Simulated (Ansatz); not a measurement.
Mulliken charges of CH5NOSi (`O=CN[SiH3]`) from B3LYP/def2-TZVPP in Ansatz (PBE0-D4/def2-TZVP geometry).

| atom | x (Å) | y (Å) | z (Å) | charge (e) |
| --- | --- | --- | --- | --- |
| O1 | 0.375 | -0.120 | -1.939 | -0.344 |
| C2 | 0.765 | 0.655 | -1.096 | 0.183 |
| N3 | 0.394 | 0.566 | 0.205 | -0.254 |
| Si4 | -0.698 | -0.724 | 0.695 | 0.367 |
| H5 | 1.452 | 1.490 | -1.328 | 0.072 |
| H6 | 0.765 | 1.252 | 0.843 | 0.144 |
| H7 | -2.000 | -0.605 | 0.002 | -0.048 |
| H8 | -0.091 | -2.051 | 0.447 | -0.048 |
| H9 | -0.875 | -0.509 | 2.153 | -0.071 |

By hand: the dipole of these point charges (1 e Å = 4.8032 D).

Σ q r = (0.032, 0.203, 0.521) e Å, of length 0.560 e Å = 2.69 D.

How does the dipole of the full density compare? (Estimate.)

Computed: (0.158, 0.387, 0.578) e Å, 3.43 D; the point charges give 0.78 times that, at 16° from its direction.

Point charges leave out the atoms' own dipoles, such as those of lone pairs, and Mulliken's split depends on the basis, so the two needn't agree.

B3LYP here is the variant with VWN-RPA as its local correlation; programs differ in this.
